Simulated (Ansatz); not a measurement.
C$_{2}$H$_{3}$F$_{2}$NSi, SMILES `C[Si](F)(F)C#N`. The species carries charge 0 and has multiplicity 1. Geometry: relaxed with PBE0-D4/def2-TZVP.

```xyz
9

C     1.064    0.218   -0.641
Si   -0.491   -0.502   -0.006
F    -1.588   -0.627   -1.135
F    -0.269   -1.938    0.612
C    -1.234    0.530    1.331
N    -1.650    1.214    2.158
H     0.884    1.213   -1.053
H     1.800    0.305    0.162
H     1.483   -0.413   -1.428
```

Q: What is the dipole moment at ωB97M-V/def2-TZVPP? (Best estimate.)

A: Computed: 3.63 D, with components (2.80, -0.25, -2.30) D in this frame, pointing from negative to positive charge.

Q: And with PBE, r2SCAN, B3LYP? (Best estimate.)

A: Computed: PBE 3.57 D, r2SCAN 3.63 D, B3LYP 3.62 D.

Q: Give the Mulliken charges with ωB97M-V, r2SCAN, B3LYP in def2-TZVPP. (Estimate.)

A: Ansatz gave: 
```csv
atom,ωB97M-V,r2SCAN,B3LYP
C1,-0.44,-0.31,-0.39
Si2,0.85,0.90,0.87
F3,-0.28,-0.29,-0.29
F4,-0.28,-0.29,-0.29
C5,-0.26,-0.25,-0.28
N6,0.00,-0.04,0.02
H7,0.14,0.10,0.12
H8,0.14,0.10,0.12
H9,0.13,0.09,0.12
```

B3LYP here is the variant with VWN-RPA as its local correlation; programs differ in this.
